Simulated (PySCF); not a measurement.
# Peak assignment

Structure with atom numbers: `[CH:1]#[C:2][Si@@H:3]([NH2:4])[C:5](=[CH2:6])[F:7]` (H(Xn): hydrogen on atom n). Ha(C6) is cis to Si3; Hb(C6) is trans to Si3.

Method: shieldings: GIAO PBE0/pcSseg-1, coordinates at the GFN2-xTB level, in PySCF 2.14 (non-relativistic Hamiltonian, no solvent model, single conformer, one averaged value for each set of equivalent atoms).

Referencing at the same level of theory: TMS for 13C (186.93 ppm) and 1H (31.72 ppm).

(1) Assign these signals to the numbered atoms. 13C{1H} NMR (computed): δ 180.3 (C), 114.7 (CH2), 101.4 (CH), 89.4 (C).

(2) Assign these signals to the numbered atoms. 1H NMR (300 MHz, computed): δ 5.76 (m, 1H), 5.45 (m, 1H), 5.43 (m, 1H), 1.90 (d, 1H), 0.63 (br s, 2H).

Results:

(1) 
```tsv
δ (ppm)	atoms	environment	reason
180.3	C5	fully substituted alkene carbon	–
114.7	C6	terminal =CH2 carbon	as expected for a trigonal carbon in a double bond
101.4	C1	terminal alkyne carbon	the triple bond shields along its axis, which puts it between sp3 and sp2 carbons
89.4	C2	alkyne carbon	sp carbons lie upfield of alkene carbons because the cylindrical π system leaves one tensor component strongly shielded
```

(2) 
| δ (ppm) | atoms | environment | reason |
| --- | --- | --- | --- |
| 5.76 | Hb(C6) | hydrogen on a terminal =CH2 carbon | olefinic region |
| 5.45 | Ha(C6) | hydrogen on a terminal =CH2 carbon | – |
| 5.43 | H(Si3) | hydrogen on a silicon bonded to 2 C, N | – |
| 1.90 | H(C1) | hydrogen on a terminal alkyne carbon | it lies on the axis of the triple bond, in its shielding cone |
| 0.63 | H(N4) | hydrogen on a nitrogen bonded to Si | labile proton, position sensitive to the medium |

Ha(C6) and H(Si3) lie closer than the usual error of such a calculation, so a measured spectrum could show them in the other order.

The OH or NH signal is concentration- and solvent-dependent in practice; the value given is the gas-phase one. Splittings by 19F in the carbon and heteronuclear signals aren't shown, as no couplings were computed. Shifts are as computed. Against solution values, carbons near 30 ppm lie about +3 ppm off and those near 130 ppm about +5 ppm. Of 1309 compounds with measured shifts, 239 miss one by over three times the rms of a fit or turn the order of signals round; such compounds aren't used in these exercises. Multiplicities follow the n + 1 count of equivalent neighbours, as no J values were calculated; m marks all less simple cases, F and P coupling included.
